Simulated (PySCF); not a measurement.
# SbPb: from constants to spectrum

UHF-CCSD(T) constants of SbPb, ²Π (doublet), unpaired electrons π ↑ (basis Sb cc-pVDZ-PP with ECP28, Pb cc-pVDZ-PP with ECP60; scalar-relativistic core potentials; PySCF 2.14; masses 120.9038 and 207.9766 u):

* ωe: 175.5 cm⁻¹
* ωexe: 0.43 cm⁻¹
* Be: 0.028736 cm⁻¹
* αe: 7.83e-05 cm⁻¹
* D (centrifugal): 3.08e-09 cm⁻¹
* De to Sb + Pb: 1.60 eV

Give the vibrational terms G(v) and spacings up to v = 6.

G(v) = ωe(v+½) − ωexe(v+½)².

| v | G(v) (cm⁻¹) | G(v) − G(v−1) | Bv (cm⁻¹) |
| --- | --- | --- | --- |
| 0 | 87.6 |  | 0.02870 |
| 1 | 262.3 | 174.6 | 0.02862 |
| 2 | 436.1 | 173.8 | 0.02854 |
| 3 | 609.0 | 172.9 | 0.02846 |
| 4 | 781.0 | 172.1 | 0.02838 |
| 5 | 952.2 | 171.2 | 0.02831 |
| 6 | 1122.6 | 170.3 | 0.02823 |

How well does the Morse estimate ωe²/(4ωexe) reproduce De, and what is D0?

It gives 2.22 eV, 139 % of the computed De. D0 = De − G(0) = 1.60 − 0.01 = 1.59 eV.

Correlated steps freeze 8 core orbitals. Correlated levels converge slowly with the basis: in double zeta they bind strong bonds too weakly, by up to about 1 eV, and carry superposition errors of some tenths. These are scalar-relativistic numbers at best; spin–orbit coupling would shift them, the dissociation energy most. The state was picked by a PBE0 search and need not be the measured ground state.
